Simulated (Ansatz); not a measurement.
Cartesian coordinates in Å:
```
Si -0.175 -1.634 -0.438
C -0.124 0.224 -0.538
N 1.168 0.837 -0.107
Ge -0.228 1.304 1.052
H -1.575 -2.102 -0.626
H 0.685 -2.263 -1.480
H 0.307 -2.066 0.900
H -0.626 0.675 -1.396
H 1.449 1.586 -0.731
H -0.093 0.723 2.452
H -0.788 2.716 0.914
```

Charge 0, multiplicity 1.

Task: List the CAM-B3LYP/def2-TZVPP orbital energies in eV (Ansatz). (Best estimate.)

Result: Computed: Occupied: -10852.37, -1800.59, -1356.62, -1207.59, -1207.56, -1207.55, -391.30, -279.50, -171.46, -145.18, -121.78, -121.74, -121.71, -100.51, -100.50, -100.49, -35.40, -35.34, -35.32, -35.28, -35.24, -26.20, -19.46, -17.08, -16.03, -14.96, -12.22, -11.63, -11.10, -10.97, -10.52, -9.68, -7.71. Lowest empty: 0.64, 1.45, 1.48, 2.41, 2.62, 2.74, 2.99, 3.20.
